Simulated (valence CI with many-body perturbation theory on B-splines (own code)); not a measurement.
## Re²⁴⁺: E2, M1 decay

Method: relativistic CI+MBPT: five valence electrons over a frozen Dirac-Fock core [Kr] 4d10, radial functions for each j: 7 s, 7 p, 7 d, 7 f, 4 g, 2 h, with the one-electron correlation potential Σ1, the two-electron term Σ2, the three-electron term Σ3, Breit, model QED; selected CI, second order for the rest, scaled by the run's own slope (own B-spline code, finite nucleus).

No measured levels were compared; by estimate terms of the open shell hold to a few per cent of their energy, and close levels can change places. Among the levels kept, up to 1000 cm⁻¹ of a level comes from second order outside the variational space, and about a tenth of that is noise between levels of different J, which matters for small intervals. Only levels of the ground parity were solved; by the run's estimate the other parity begins above the list, which can be wrong where configurations are misplaced.

Lines 51 to 100 of 120 in falling wavelength, among levels below 37.558 eV, chosen from the decays that carry over 1 % of a level's rate. Wavelengths and rates use the calculated energies, so an error of 2000 cm⁻¹ moves a line at 407.4 nm by 8.1 % and its rate by three times that or more. Electric multipoles are in the length gauge, E1 and E2 with the static RPA response of the core. S is in atomic units (e²a₀⁴ for E2 and M2, e²a₀⁶ for E3), for M1 in squared Bohr magnetons. Weak lines are less certain than strong ones. Lines between different terms over intervals too small for the method are left out, as are lines whose strength nearly cancels. Where a level lies close to another of its J and parity, the split of strength between their lines is uncertain.

Names give the largest LS component (configuration and term), which can be under half, so a name can repeat, a term be missing and a line seem to break the LS rules; names also repeat where a configuration has a term twice. Letters in brackets count levels of one name in rising energy.

| λ vac (nm) | Upper | Lower | Type | A (s⁻¹) | S (a.u.) |
| --- | --- | --- | --- | --- | --- |
| 407.4 | 4f⁵ ⁴I°_11/2 [a] | 4f⁵ ⁴K°_11/2 | M1 | 1.74e+02 | 5.24e+00 |
| 405.8 | 4f⁵ ⁶F°_5/2 [b] | 4f⁵ ⁶F°_3/2 | M1 | 2.53e+02 | 3.75e+00 |
| 402.4 | 4f⁵ ⁶F°_5/2 [a] | 4f⁵ ⁶H°_5/2 | M1 | 1.35e+02 | 1.96e+00 |
| 400.1 | 4f⁵ ⁶F°_5/2 [b] | 4f⁵ ⁶F°_5/2 [a] | M1 | 1.60e+02 | 2.28e+00 |
| 396.8 | 4f⁵ ⁶F°_3/2 | 4f⁵ ⁶H°_5/2 | M1 | 4.34e+01 | 4.02e-01 |
| 395.0 | 4f⁵ ⁴I°_11/2 [a] | 4f⁵ ⁴I°_9/2 [a] | M1 | 3.76e+02 | 1.03e+01 |
| 393.5 | 4f⁵ ⁶P°_3/2 | 4f⁵ ⁶F°_5/2 [b] | M1 | 3.40e+01 | 3.07e-01 |
| 380.4 | 4f⁵ ⁶F°_1/2 | 4f⁵ ⁶H°_5/2 | E2 | 9.39e-03 | 1.34e-02 |
| 364.0 | 4f⁵ ⁴M°_17/2 | 4f⁵ ⁶H°_15/2 | M1 | 9.43e+01 | 3.04e+00 |
| 356.1 | 4f⁵ ²K°_15/2 [a] | 4f⁵ ⁴M°_15/2 | M1 | 3.32e+02 | 8.89e+00 |
| 342.4 | 4f⁵ ⁴K°_13/2 | 4f⁵ ⁶F°_11/2 | M1 | 7.63e+00 | 1.59e-01 |
| 340.4 | 4f⁵ ⁴H°_11/2 [a] | 4f⁵ ⁶F°_11/2 | M1 | 3.66e+01 | 6.42e-01 |
| 337.7 | 4f⁵ ⁴F°_5/2 [a] | 4f⁵ ⁶F°_5/2 [b] | M1 | 1.79e+02 | 1.53e+00 |
| 329.6 | 4f⁵ ⁴P°_5/2 [a] | 4f⁵ ⁶F°_7/2 | M1 | 1.38e+02 | 1.10e+00 |
| 328.9 | 4f⁵ ⁴G°_7/2 [a] | 4f⁵ ⁶F°_7/2 | M1 | 1.31e+02 | 1.38e+00 |
| 325.8 | 4f⁵ ²G°_9/2 [a] | 4f⁵ ⁶F°_11/2 | M1 | 2.89e+01 | 3.71e-01 |
| 323.2 | 4f⁵ ⁴F°_3/2 [a] | 4f⁵ ⁶F°_1/2 | M1 | 4.37e+02 | 2.19e+00 |
| 319.7 | 4f⁵ ⁴L°_13/2 | 4f⁵ ⁶H°_11/2 | M1 | 1.26e+02 | 2.13e+00 |
| 315.4 | 4f⁵ ⁶F°_11/2 | 4f⁵ ⁶H°_9/2 | M1 | 3.32e+00 | 4.64e-02 |
| 313.3 | 4f⁵ ⁴K°_11/2 | 4f⁵ ⁶H°_11/2 | M1 | 1.73e+02 | 2.37e+00 |
| 312.2 | 4f⁵ ⁴F°_3/2 [a] | 4f⁵ ⁶F°_3/2 | M1 | 1.86e+02 | 8.38e-01 |
| 308.9 | 4f⁵ ⁴F°_3/2 [a] | 4f⁵ ⁶F°_5/2 [a] | M1 | 1.08e+01 | 4.72e-02 |
| 307.7 | 4f⁵ ⁴G°_9/2 [a] | 4f⁵ ⁶F°_9/2 | M1 | 1.04e+01 | 1.13e-01 |
| 305.7 | 4f⁵ ⁴H°_7/2 [a] | 4f⁵ ⁶F°_5/2 [b] | M1 | 2.68e+01 | 2.27e-01 |
| 281.0 | 4f⁵ ⁴L°_15/2 | 4f⁵ ⁶H°_15/2 | M1 | 2.30e+01 | 3.03e-01 |
| 261.6 | 4f⁵ ⁴H°_11/2 [a] | 4f⁵ ⁶F°_9/2 | M1 | 6.03e+01 | 4.80e-01 |
| 261.2 | 4f⁵ ⁴H°_7/2 [a] | 4f⁵ ⁶F°_9/2 | M1 | 7.45e+00 | 3.94e-02 |
| 259.9 | 4f⁵ ⁶F°_5/2 [b] | 4f⁵ ⁶H°_7/2 | M1 | 3.56e+02 | 1.39e+00 |
| 252.8 | 4f⁵ ²G°_9/2 [a] | 4f⁵ ⁶F°_9/2 | M1 | 2.38e+02 | 1.43e+00 |
| 252.4 | 4f⁵ ⁴I°_9/2 [a] | 4f⁵ ⁶H°_9/2 | M1 | 1.40e+02 | 8.37e-01 |
| 250.9 | 4f⁵ ⁴P°_5/2 [a] | 4f⁵ ⁶F°_3/2 | M1 | 2.37e+01 | 8.34e-02 |
| 248.8 | 4f⁵ ⁴P°_5/2 [a] | 4f⁵ ⁶F°_5/2 [a] | M1 | 3.65e+02 | 1.25e+00 |
| 247.6 | 4f⁵ ⁴K°_11/2 | 4f⁵ ⁶H°_9/2 | M1 | 2.96e+02 | 2.00e+00 |
| 243.2 | 4f⁵ ²K°_15/2 [a] | 4f⁵ ⁶H°_15/2 | M1 | 9.36e+01 | 7.99e-01 |
| 241.9 | 4f⁵ ⁴K°_13/2 | 4f⁵ ⁶H°_15/2 | M1 | 5.06e+00 | 3.72e-02 |
| 237.8 | 4f⁵ ⁴G°_9/2 [a] | 4f⁵ ⁶F°_7/2 | M1 | 4.29e+01 | 2.14e-01 |
| 228.9 | 4f⁵ ⁴G°_7/2 [a] | 4f⁵ ⁶H°_9/2 | M1 | 4.17e+02 | 1.48e+00 |
| 223.5 | 4f⁵ ⁴F°_5/2 [a] | 4f⁵ ⁶F°_7/2 | M1 | 1.27e+02 | 3.14e-01 |
| 220.9 | 4f⁵ ²K°_15/2 [a] | 4f⁵ ⁶H°_13/2 | M1 | 2.11e+02 | 1.35e+00 |
| 219.9 | 4f⁵ ⁴K°_13/2 | 4f⁵ ⁶H°_13/2 | M1 | 6.32e+01 | 3.49e-01 |
| 219.1 | 4f⁵ ⁴H°_11/2 [a] | 4f⁵ ⁶H°_13/2 | M1 | 1.69e+01 | 7.90e-02 |
| 215.9 | 4f⁵ ²P°_1/2 [a] | 4f⁵ ⁶F°_1/2 | M1 | 1.59e+02 | 1.19e-01 |
| 213.3 | 4f⁵ ⁴G°_9/2 [a] | 4f⁵ ⁶H°_11/2 | M1 | 1.58e+02 | 5.68e-01 |
| 211.0 | 4f⁵ ²P°_1/2 [a] | 4f⁵ ⁶F°_3/2 | M1 | 5.54e+02 | 3.85e-01 |
| 209.0 | 4f⁵ ⁴H°_7/2 [a] | 4f⁵ ⁶F°_7/2 | M1 | 9.61e+01 | 2.60e-01 |
| 204.2 | 4f⁵ ⁶P°_3/2 | 4f⁵ ⁶F°_1/2 | M1 | 1.73e+01 | 2.19e-02 |
| 203.6 | 4f⁵ ²G°_9/2 [a] | 4f⁵ ⁶F°_7/2 | M1 | 2.41e+02 | 7.54e-01 |
| 201.3 | 4f⁵ ⁴I°_9/2 [a] | 4f⁵ ⁶H°_7/2 | M1 | 4.70e+02 | 1.42e+00 |
| 200.6 | 4f⁵ ⁶F°_5/2 [b] | 4f⁵ ⁶H°_5/2 | M1 | 2.81e+02 | 5.05e-01 |
| 199.8 | 4f⁵ ⁶P°_3/2 | 4f⁵ ⁶F°_3/2 | M1 | 1.14e+02 | 1.35e-01 |
